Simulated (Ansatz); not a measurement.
This geometry of ClH + GeH4O2 (9 atoms, charge 0, multiplicity 1) is a first-order saddle point.

Computed with RKS LDA/def2-SVP (Ansatz).

```xyz
9
Properties=species:S:1:pos:R:3
Ge 0.152 0.237 0.055
H 0.103 -0.048 1.831
O 1.660 -0.171 -0.756
H 1.565 -1.060 -1.157
O -0.918 1.491 -0.562
H -1.727 1.063 -0.909
H -0.705 -1.078 -0.067
Cl 1.396 2.041 1.124
H 0.637 0.777 1.866
```

(1) Which two structures does it join? (They come from a converged band through this point; their orientation in space is the band's.)

(2) How far does it lie above each of them?

## Answers

(1) Bonds broken: Ge1–H2, Cl8–H9. Bonds formed: Ge1–Cl8, H2–H9. ClH + GeH4O2 becomes ClGeH3O2 + H2.

First end point:

```xyz
9
Properties=species:S:1:pos:R:3
Ge 0.137 -0.451 0.238
H 0.733 -0.344 1.644
O 1.425 -0.515 -0.963
H 1.215 -1.095 -1.719
O -0.669 1.143 -0.032
H -0.421 1.516 -0.904
H -0.912 -1.553 -0.032
Cl 0.704 2.523 2.107
H -0.049 2.028 1.084
```

Last end point:

```xyz
9
Properties=species:S:1:pos:R:3
Ge 0.157 0.129 -0.307
H 0.032 0.100 3.416
O 1.323 -0.841 -1.177
H 1.657 -0.383 -1.973
O -0.947 0.856 -1.463
H -0.997 1.823 -1.326
H -0.495 -0.791 0.725
Cl 1.107 1.801 0.681
H 0.326 0.557 2.849
```

(2) 36.1 kcal/mol above the first and 42.1 kcal/mol above the second. This is the barrier of this one path; another mechanism may lie lower. The orbitals stay closed-shell, which can raise the energy where a bond breaks towards radicals; this wasn't checked here.

Run time: 58 s on 2 threads of AMD EPYC 9R45 96-Core Processor (Zen 5), with other jobs on the host, peak memory 0.16 GiB.
